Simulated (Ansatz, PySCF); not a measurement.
Pair of molecules: C2H2 (SMILES C#C) (first 4 atoms) with H4OSi (SMILES O[SiH3]); geometry from B3LYP-D3(BJ)/def2-TZVP.
(charge 0, multiplicity 1):
```xyz
10

C     -0.1462    -0.0704     0.1070
C     -1.2130    -0.4562     0.4912
H      0.7993     0.2748    -0.2365
H     -2.1626    -0.7955     0.8292
O      0.6049    -0.9475     3.1967
Si     0.4191     0.4317     4.0806
H      0.2757    -0.9300     2.2897
H      1.1296     1.5825     3.4668
H      0.9921     0.1508     5.4127
H     -1.0104     0.8086     4.2240
```

Monomers are frozen at their geometry in the pair; levels with a basis set take the counterpoise correction. Rows marked so take none.

Rows in 6-31G* carry no dispersion term and start afresh at each structure (6-31G* with six Cartesian d functions).

Codes used: Ansatz (a program for electronic structure); PySCF for 6-31G* rows, the dispersion terms. Each number belongs to the level named beside it.

**Question.** One of these levels gives -2.95 kcal/mol for the interaction energy. Name it.
A) M06-2X/6-31G* (no counterpoise)
B) revPBE-D3(BJ)/def2-TZVPPD
C) PBE0/def2-TZVPPD

**Answer.** C, PBE0/def2-TZVPPD. The others give -3.95 (revPBE-D3(BJ)/def2-TZVPPD), -4.97 (M06-2X/6-31G* (no counterpoise))
